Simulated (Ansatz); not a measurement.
Input for Ansatz (an electronic-structure program): U-SVWN5/def2-TZVPP on CF2 (SMILES F[C]F), 2S+1 = 1, a spin state set in the input, which need not be the lowest.

Ansatz 0.2 input:
```yaml
crystal:
  periodic: [false, false, false]
  atoms:
    - {symbol: F, position_ang: [-1.03221278, -0.20007690, 0.00000000]}
    - {symbol: C, position_ang: [-0.00064480, 0.59688481, 0.00000000]}
    - {symbol: F, position_ang: [1.03264264, -0.19784631, 0.00000000]}
basis:
  gaussian:
    orbitals: def2-TZVPP
hamiltonian:
  xc: {name: SVWN5}
magnetization: {spin_polarized: true, initial_magnetization: 0}
```

### Question
Give the final energy of this run.

### Answer
-236.1994 hartree.
